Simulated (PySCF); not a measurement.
Worked example: oscillator strength and radiative lifetime

C3H9GeN, SMILES [GeH]1([CH2]N[CH2]1)[CH3].

The structure is a stationary point at PBE0-D3(BJ)/def2-SVP. The structure was generated by enumeration, and PubChem lists no compound with its InChIKey, so it may never have been made.

TDA-PBE/def2-SVPD (PySCF) puts the first singlet state with f over 0.02 at 6.72 eV (vertical), with the transition dipole (0.000, 0.000, -0.394) in atomic units.

Task: Find the oscillator strength, the wavelength and the radiative lifetime that this transition would have in vacuum if emission retraced absorption.

Result: 
|μ|² = 0.1552 au, so |μ| = 1.00 D. ΔE = 6.72/27.211 = 0.2470 hartree. f = (2/3) ΔE |μ|² = 0.026 (the program prints 0.026).
λ = 1239.84/6.72 = 184 nm; ν = 54200 cm⁻¹.
Einstein's coefficient A = 0.6670 ν² f s⁻¹ (ν in cm⁻¹) = 5.0e7 s⁻¹, so τ = 1/A = 20 ns. This state is S10; the lower singlets have f = 0.001, 0.010, 0.004, 0.003, 0.016, 0.006, 0.011, 0.001, 0.013. The figure is the radiative limit of this one transition; relaxation, internal conversion, crossing to triplets and a medium change what is measured.
